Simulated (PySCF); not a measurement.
PySCF input file for ethylene glycol (C2H6O2), SMILES OCCO, SMD-M06-2X/def2-SVP. Geometry: B3LYP-D3(BJ)/def2-SVP. Other conformers were not sampled.

```python
import numpy as np
from pyscf import gto, scf, dft
from pyscf.solvent import smd

mol = gto.M(
    atom='''
    O     1.35211195   -0.51220176   -0.02328241
    C     0.61422049    0.67801832   -0.25549484
    C    -0.83302195    0.25400341   -0.43444207
    O    -1.29903340   -0.43567186    0.69864366
    H     2.22325224   -0.28220255    0.32021342
    H     0.68448075    1.36696065    0.60853753
    H     0.97053518    1.21662270   -1.15670160
    H    -1.46804730    1.14325156   -0.57991948
    H    -0.90933684   -0.36356620   -1.35423940
    H    -0.61270377   -1.09020759    0.89884092
    ''',
    basis='def2-SVP',
    charge=0,
    spin=0,
    max_memory=1600,
    verbose=3,
)
mf = dft.RKS(mol, xc='m06-2x').density_fit(auxbasis='def2-universal-jkfit')
mf.grids.level = 4
mf.conv_tol = 1e-9
mf.max_cycle = 100
mf.kernel()
res = {}
for name in ['water', 'cyclohexanone', 'n-hexane']:
    s = mf.SMD()
    s.with_solvent.solvent, s.with_solvent.sasa_ng = name, 302
    s.kernel(mf.make_rdm1())
    res[name] = (s.e_tot, s.with_solvent.get_cds(), s.dip_moment(), s.mo_energy, s.converged)
    print(f'SMD {name}: dG(solv) = {(s.e_tot - mf.e_tot) * 627.509474:.3f} kcal/mol, of which CDS {res[name][1] * 627.509474:.3f}')
```

Log of the run:

```
converged SCF energy = -229.973281489464
converged SCF energy = -229.986229948952
Dipole moment(X, Y, Z, Debye):  2.88343,  1.55801, -0.55607
SMD water: dG(solv) = -8.125 kcal/mol, of which CDS 2.473
converged SCF energy = -229.981960576101
Dipole moment(X, Y, Z, Debye):  2.60588,  1.41616, -0.48813
SMD cyclohexanone: dG(solv) = -5.446 kcal/mol, of which CDS -1.458
converged SCF energy = -229.978433075697
Dipole moment(X, Y, Z, Debye):  2.43689,  1.26071, -0.43569
SMD n-hexane: dG(solv) = -3.233 kcal/mol, of which CDS -1.652
```

Self-consistency was reached.
